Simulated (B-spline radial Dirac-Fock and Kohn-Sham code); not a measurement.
# Atomic SCF run for Te

ΔSCF core binding energies without Breit or QED terms, calculated with a radial atomic solver. Keys: rel is the Hamiltonian (dirac, or spin-free x2c and nr, where L3 and M5 stand for the whole 2p and 3d shells), method is hf or an exchange,correlation pair (spin-unpolarised, also for the hole states), nuc the nuclear model, radius_factor scales its radius, rmax is the box in bohr, h the logarithmic mesh step, order the B-spline order, points the quadrature points per cell, c_factor scales the speed of light, and damp, ndamp, maxit and tol steer the iteration. The run stops when the commutator error falls below 10·tol·max(1, Z/10), or the numerical noise floor, and the energy has settled to about 1e-8 Ha; the virial ratio is −V/T.

Input (task.json):

```json
{"items": [{"Z": 52, "q": 0, "cfg": [[1, 0, 2], [2, 0, 2], [2, 1, 6], [3, 0, 2], [3, 1, 6], [3, 2, 10], [4, 0, 2], [4, 1, 6], [4, 2, 10], [5, 0, 2], [5, 1, 4]], "A": 130, "rrms": 4.7423, "do": "settings", "holes": ["K", "L3", "M5"],
  "settings": [{"rel": "dirac", "method": "hf", "nuc": "fermi", "radius_factor": 1.0, "rmax": 45.0, "h": 0.3, "order": 8, "points": 10, "c_factor": 1.0, "maxit": 57, "damp": 0.97, "ndamp": 100, "tol": 1e-08}]}]}
```

Command: `python xray2_run.py task.json out`

Ground-state iterations:

```
iter   energy (Ha)        error
   1    -6791.14216985  1.78e+00
   2    -6792.77348832  2.26e-01
   3    -6792.85839026  2.15e-01
   4    -6792.93557762  2.05e-01
   5    -6793.00574855  1.95e-01
   6    -6793.06953792  1.85e-01
   7    -6793.12752315  1.76e-01
   8    -6793.18022945  1.67e-01
   9    -6793.22813460  1.59e-01
  10    -6793.27167323  1.52e-01
  11    -6793.31124082  1.44e-01
  12    -6793.34719714  1.37e-01
  13    -6793.37986958  1.30e-01
  14    -6793.40955602  1.24e-01
  15    -6793.43652749  1.18e-01
  23    -6793.57995198  7.88e-02
  31    -6793.64626199  5.26e-02
  39    -6793.67684490  3.51e-02
  47    -6793.69094729  2.34e-02
  55    -6793.69746596  1.56e-02
  57    -6793.69845161  1.41e-02
```

The ground state had not converged after 57 iterations, with total energy -6793.69845 Ha, virial ratio 1.94501 and highest orbital energy -8.91 eV. ΔSCF binding energies: K (1s) 31931.1 eV, L3 (2p3/2) 4359.6 eV, M5 (3d5/2) 581.9 eV (not all states converged, so these are not final).

Problem. One setting is unsound. Which, and why?

Solution. damp is so close to 1 that the orbitals hardly move in each step. With the default settings (Dirac Hartree-Fock): The ground state converged in 10 iterations, with total energy -6793.70326 Ha, virial ratio 1.94555 and highest orbital energy -9.22 eV. ΔSCF binding energies: K (1s) 31930.8 eV, L3 (2p3/2) 4359.3 eV, M5 (3d5/2) 581.7 eV.
